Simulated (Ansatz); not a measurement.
`C[C](=O)[Ga]([OH])[Br]`, relaxed with RKS PBE0-D4/def2-TZVP in the Gaussian-basis code of Ansatz from a GFN2-xTB geometry. The force threshold is 0.005 eV/Å; the program also tests the step.

Charge 0, multiplicity 1.

Start:

```xyz
10

C     1.500   -0.064    0.515
C     0.200    0.371    1.077
O    -0.033    0.812    2.156
Ga   -1.402    0.151   -0.280
O    -0.887   -0.568   -1.774
Br   -3.655    0.691   -0.094
H     1.401   -1.094    0.165
H     2.303    0.024    1.245
H     1.711    0.545   -0.367
H    -1.139   -0.868   -2.642
```

(1) How much energy does the relaxation release, and in how many steps? (Best estimate.)

(2) Which bonds change most? (An estimate is asked.)

(3) Give the relaxed structure. (An estimate is asked.)

Answers

(1) Computed: 0.28 eV, in 12 steps.

(2) Ansatz gave: C2–Ga4 from 2.111 to 2.040 Å; Ga4–O5 from 1.736 to 1.782 Å; Ga4–Br6 from 2.324 to 2.288 Å; C1–C2 from 1.481 to 1.499 Å.

(3) The calculation gave: 
```xyz
10

C     1.556   -0.046    0.588
C     0.166    0.345    0.989
O    -0.118    0.793    2.064
Ga   -1.299    0.080   -0.405
O    -0.874   -0.641   -1.979
Br   -3.490    0.650   -0.072
H     1.564   -1.097    0.284
H     2.256    0.123    1.408
H     1.853    0.529   -0.295
H    -1.615   -0.738   -2.583
```
